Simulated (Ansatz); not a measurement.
Energy needed to pull apart CH₃Cu (SMILES [CH3][Cu]), closed shell, into free ground-state atoms, from the structure below (displaced at random from a GFN2-xTB minimum); no zero-point or spin–orbit terms; open-shell atoms are treated unrestricted, in their ground-state multiplicity.

C1  (-0.220, -0.008, -0.047)
Cu2  (1.729, -0.055, 0.638)
H3  (-0.734, -0.787, 0.321)
H4  (-0.217, -0.058, -1.180)
H5  (-0.719, 0.852, 0.164)
(Å)

Ansatz 0.2.0; basis: def2-TZVPP; cores frozen in the correlated methods. The 3s and 3p shells of Cu and Zn are frozen; filled d shells are correlated.

```tsv
method	atomization energy (kcal/mol)
PBE-D4	?
r2SCAN-D4	355.3
PBE0-D4	?
r2SCAN0-D4	347.9
LC-wPBE	349.0
wB97M-V	354.6
HF	250.5
MP2	347.6
CCSD	339.6
CCSD(T)	345.3
```

Q: What does PBE-D4 give? (An estimate is asked for; the value comes from the calculation.)

A: Computed: 359.9 kcal/mol, which is about 14.6 kcal/mol more than CCSD(T)/def2-TZVPP.

Q: What does PBE0-D4 give? (An estimate is asked for; the value comes from the calculation.)

A: Computed: 351.3 kcal/mol, which is about 5.9 kcal/mol more than CCSD(T)/def2-TZVPP.

In triple zeta the MP2 and coupled-cluster atomization energies are still short of their basis limit by a few kcal/mol a bond, whereas those of the functionals are nearly converged, so these differences are not deviations from converged CCSD(T).

The T1 diagnostic stays at or below 0.031. The T1 diagnostic is large here, which may signal multireference character or strong orbital relaxation, so CCSD(T) is less sure.

For scale, one of the runs: CCSD(T)/def2-TZVPP forces, 137 basis functions (an equivalent command: `ansatz run in.yaml --threads 4`). Hardware: 4 CPU threads, shared host. Wall time 23 s; peak host memory 1.3 GiB.
